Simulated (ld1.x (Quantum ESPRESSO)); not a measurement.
## u(r) = r·R(r): atom against pseudo-atom (Ag)

Columns: radius, all-electron u(r) and pseudo u(r) of the 5s shell (level -20.79 eV) of silver in the configuration [Kr] 4d9 5s0 5p0; PBE, scalar-relativistic, TM scheme, ld1.x (Quantum ESPRESSO) 7.5.

```tsv
r (bohr)	all-electron	pseudo
0.105	-0.1378	0.0620
0.210	0.1570	0.1180
0.315	0.2012	0.1627
0.420	0.0101	0.1927
0.525	-0.1998	0.2079
0.630	-0.3252	0.2114
0.735	-0.3500	0.2085
0.840	-0.2950	0.2056
0.945	-0.1892	0.2082
1.050	-0.0585	0.2212
1.155	0.0785	0.2489
1.260	0.2099	0.2948
1.365	0.3288	0.3597
1.470	0.4319	0.4382
1.575	0.5178	0.5181
1.680	0.5868	0.5868
1.785	0.6400	0.6400
1.890	0.6787	0.6787
1.995	0.7044	0.7044
2.100	0.7190	0.7190
2.205	0.7239	0.7239
2.310	0.7209	0.7209
2.415	0.7110	0.7110
2.520	0.6957	0.6957
2.625	0.6760	0.6760
2.730	0.6529	0.6529
```

Task: How many radial nodes do the two functions have?

Result: The all-electron 5s function has n − l − 1 = 4 (the table is too coarse to show those close to the nucleus); the pseudo-wave has 0, since the states of the same l below it are removed with the core.

Task: At about which radius was the pseudo-wave matched?

Result: 1.70 bohr. The columns agree to 0.0005 from 1.57 bohr on; several derivatives are matched, so the curves merge somewhat inside the radius.

Task: Where does each function peak?

Result: Outermost all-electron maximum near 2.21 bohr, pseudo maximum near 2.21 bohr (to the table’s step).

Task: Is the pseudo-wave norm-conserving?

Result: Yes: the TM scheme keeps the norm inside the radius equal to the all-electron one, which fixes the energy derivative of the logarithmic derivative at the level.
